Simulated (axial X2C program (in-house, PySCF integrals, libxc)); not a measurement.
## Density and ELF of MgCo

All values were computed with an axial X2C code built on PySCF integrals. Two-component (2c) means X2C with spin–orbit coupling and atomic mean-field two-electron Coulomb and Gaunt terms. Basis: Co dyall-cv3z [9s10p6d3f2g], Mg dyall-cv3z [9s8p6d3f] (cores contracted in-house); Gaussian nuclei, density fitting, unrestricted open shells. Masses: Co 58.933 u, Mg 23.985 u.

PBE0, 2c, state Ω = 7/2 (⟨Sz⟩ = 1.50, ⟨Lz⟩ = 2.00 at PBE0); Co at z = 0, Mg at z = 2.565 Å.

The maps cover the half plane through the axis: z from -2.4 to 4.8 Å along the bond, ρ from 0.15 to 2.25 Å away from it.

log10 of the density in e/bohr³:

```
 ρ\z  -2.4  -1.8  -1.2  -0.6   0.0   0.6   1.2   1.8   2.4   3.0   3.6   4.2   4.8
0.15  -3.2  -2.6  -1.8  -0.4   1.4  -0.4  -1.5  -1.3   0.7  -0.2  -1.8  -2.2  -2.7
0.45  -3.2  -2.6  -1.9  -0.7   0.2  -0.7  -1.5  -1.5  -0.3  -0.8  -1.9  -2.2  -2.8
0.75  -3.3  -2.7  -2.0  -1.2  -0.8  -1.2  -1.6  -1.7  -1.3  -1.6  -2.0  -2.3  -2.8
1.05  -3.4  -2.8  -2.2  -1.7  -1.5  -1.6  -1.8  -1.9  -1.9  -2.0  -2.1  -2.5  -3.0
1.35  -3.6  -3.0  -2.5  -2.1  -1.9  -2.0  -2.1  -2.1  -2.1  -2.2  -2.3  -2.7  -3.1
1.65  -3.7  -3.2  -2.8  -2.5  -2.3  -2.3  -2.4  -2.4  -2.4  -2.4  -2.6  -2.9  -3.3
1.95  -4.0  -3.5  -3.1  -2.8  -2.7  -2.7  -2.7  -2.7  -2.7  -2.7  -2.8  -3.1  -3.5
2.25  -4.2  -3.7  -3.4  -3.1  -3.0  -3.0  -3.0  -3.0  -3.0  -3.0  -3.1  -3.4  -3.7
```

Electron localisation function (collinear form, no current term, damped to 0 at low density):

```
 ρ\z  -2.4  -1.8  -1.2  -0.6   0.0   0.6   1.2   1.8   2.4   3.0   3.6   4.2   4.8
0.15  0.20  0.19  0.09  0.42  0.58  0.40  0.26  0.07  0.74  0.81  0.22  1.00  0.99
0.45  0.20  0.24  0.15  0.40  0.71  0.38  0.37  0.06  0.79  0.45  0.41  1.00  0.99
0.75  0.18  0.30  0.24  0.26  0.27  0.27  0.52  0.19  0.11  0.06  0.79  1.00  0.98
1.05  0.14  0.34  0.31  0.21  0.12  0.27  0.61  0.57  0.09  0.23  0.97  1.00  0.94
1.35  0.07  0.33  0.35  0.23  0.14  0.33  0.62  0.71  0.57  0.84  0.99  0.99  0.84
1.65  0.03  0.23  0.34  0.24  0.18  0.34  0.54  0.62  0.78  0.95  0.98  0.95  0.58
1.95  0.01  0.10  0.26  0.22  0.19  0.29  0.37  0.42  0.69  0.91  0.94  0.79  0.22
2.25  0.00  0.03  0.12  0.16  0.15  0.18  0.18  0.21  0.43  0.70  0.70  0.37  0.05
```

Axial spin density in 10⁻³ e/bohr³:

```
 ρ\z  -2.4  -1.8  -1.2   -0.6    0.0    0.6   1.2   1.8    2.4  3.0  3.6  4.2  4.8
0.15   0.5   2.3  11.5  133.8  845.5  131.6   4.6  -2.0  -12.4  0.4  8.6  5.1  1.7
0.45   0.5   2.0   7.7   23.3  282.9   17.8   0.8  -2.6   -0.1  1.9  8.0  4.5  1.5
0.75   0.4   1.5   4.5    9.5   51.6    3.7  -1.5  -2.7    0.4  4.6  6.6  3.6  1.2
1.05   0.3   1.0   2.8    6.5   14.7    2.7  -1.6  -2.1    0.6  4.1  4.7  2.6  0.9
1.35   0.2   0.7   1.7    3.8    5.6    1.6  -1.0  -1.4    0.5  2.8  3.0  1.7  0.7
1.65   0.1   0.4   1.0    2.0    2.4    0.8  -0.5  -0.7    0.3  1.6  1.7  1.0  0.4
1.95   0.1   0.2   0.6    1.0    1.1    0.4  -0.2  -0.4    0.2  0.8  0.9  0.6  0.3
2.25   0.1   0.1   0.3    0.5    0.5    0.2  -0.1  -0.2    0.1  0.4  0.5  0.3  0.1
```

The state is a single determinant with fixed occupations, the lowest that a limited PBE0 search found. Density functionals use the spin component along the axis (collinear). Without a current term, density functionals place determinants with orbital angular momentum somewhat too high. With several unpaired electrons one determinant need not be a pure state. The lowest spin-free determinant has another configuration (M_S = 3/2, Λ = 3), so the order of states is uncertain and this need not be the ground state.
